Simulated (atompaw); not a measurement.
**aluminium (Al): PAW (atompaw) pseudisation with PBEsol, scalar-relativistic reference atom.**

Input for atompaw 4.2.0.5:

```
Al 13
GGA-PBESOL scalarrelativistic loggrid 1500 logderivrange -3 5 201
3 3 0 0 0 0
3 0 1.75
3 1 1.25
0 0 0
c
c
v
c
v
1
2.35 1.90 2.15 1.95
y
1.05
n
y
1.1
n
custom polynom vanderbiltortho gaussian
bessel
2.35
2.35
2.35
2.35
PWSCFOUT
UPFDX 0.0125d0 UPFXMIN -7.d0 UPFZMESH 13.d0
END
```

Command:

```bash
atompaw < Al.input > Al.log
```

Resulting log (summary file):

```
Completed calculations for Al (AE)

 Exchange-correlation type: GGA, Perdew-Burke-Ernzerhof modified (PBEsol)

 Radial integration grid is logarithmic
 r0 =   6.0512684E-04 h =   7.8666489E-03   n =      1500 rmax =   8.0000000E+01

 Scalar relativistic calculation

 AEatom converged in  31 iterations
   nz     =  13.00
   delta  =       8.397176052112E-16

 All Electron Orbital energies:
  n  l      occupancy      energy
  1  0      2.0000000E+00 -1.1085942E+02
  2  0      2.0000000E+00 -7.9613886E+00
  3  0      1.7500000E+00 -5.8304329E-01
  2  1      6.0000000E+00 -5.1455887E+00
  3  1      1.2500000E+00 -2.1010252E-01

 Total energy
   Total                    :     -484.29948481614110

 ---
 Completed calculations for Al (SC)

 Exchange-correlation type: GGA, Perdew-Burke-Ernzerhof modified (PBEsol)

 Radial integration grid is logarithmic
 r0 =   6.0512684E-04 h =   7.8666489E-03   n =      1500 rmax =   8.0000000E+01

 Scalar relativistic calculation

 SCatom converged in   3 iterations
   nz     =  13.00
   delta  =       4.530930731670E-17

 Valence Electron Orbital energies:
  n  l      occupancy      energy
   3  0      1.7500000E+00 -5.8304329E-01
   3  1      1.2500000E+00 -2.1010252E-01

 Total energy
   Total                    :     -484.29948481614747
   Valence                  :      -38.12483123045178

 PAW parameters:
       lmax =            1
         rc =    2.3573045585510157
        irc =         1052
   rc_shape =    1.9060986506117872
    rc_vloc =    2.1618460066300975
    rc_core =    1.9516319362573524
   Vloc: truncated form - Vps(r)=A.sin(qr)/r for r<rc
   Projector type: polynomial pseudization + Vanderbilt ortho.
   Gaussian compensation charge shape with gausstol =   1.0000E-04

 Number of basis functions     4
 No.   n  nodes  l      Energy         Cp coeff         Occ
  1    3    2    0   -0.5830433E+00  0.6898971E+03  0.1750000E+01
  2  999    3    0    0.1050000E+01  0.2410917E+01  0.0000000E+00
  3    3    1    1   -0.2101025E+00  0.1586892E+04  0.1250000E+01
  4  999    2    1    0.1100000E+01  0.6288248E+02  0.0000000E+00

 Eigenvalues of overlap operator (in the basis of projectors):
    1        8.18976695E-03
    2        2.91243133E-01
    3        1.87574931E+01
    4        1.83143684E+02

 Orbital leakage outside PAW augmentation regions
   orb  is_core?  %out_of_sphere
   1 0    T          -0.00
   2 0    T           0.01
   3 0    F          51.43
   2 1    T           0.04
   3 1    F          74.15

 Summary of PAW energies
   Total valence energy     :    -38.12483448607632
   Smooth energy            :      8.29452132222681
   One center               :    -46.41935580830312
   Smooth kinetic           :      1.27890406678617
   Vloc energy              :      0.75392940724976
   Smooth exch-corr         :     -1.46007478095306
   One-center xc            :    -34.36244013279328

  Detected negative values for pseudo core + nhat
    which may cause trouble
  Please try reducing rc_core and or adjusting compensation charge shape
```

The run took about 2.3 s on one core of a shared server CPU.
